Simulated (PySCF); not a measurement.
Cd(H)(NMe2), SMILES C[N](C)[CdH] (PBE0/def2-SVP optimised geometry):

```
11

Cd    -0.908     0.000     0.000
H     -2.559     0.000    -0.001
N      1.099     0.000     0.000
C      1.892    -0.719    -0.954
C      1.894     0.719     0.953
H      2.557    -0.051    -1.546
H      2.558    -1.471    -0.475
H      1.266    -1.266    -1.678
H      2.560     0.051     1.543
H      2.559     1.471     0.472
H      1.269     1.265     1.678
```

Calculation: PBE0/def2-TZVP, def2 effective core potentials past Kr in PySCF.

What are the frontier orbital energies and the dipole moment?

HOMO-2 -9.03 eV, HOMO-1 -8.18 eV, HOMO -5.44 eV, LUMO -0.51 eV, LUMO+1 -0.19 eV; dipole moment 0.32 D.

On the same geometry PBE/def2-TZVP, def2 effective core potentials past Kr (PySCF 2.14.0) gives HOMO-2 -7.86 eV, HOMO-1 -7.00 eV, HOMO -4.28 eV, LUMO -1.20 eV, LUMO+1 -0.90 eV; dipole moment 0.17 D.
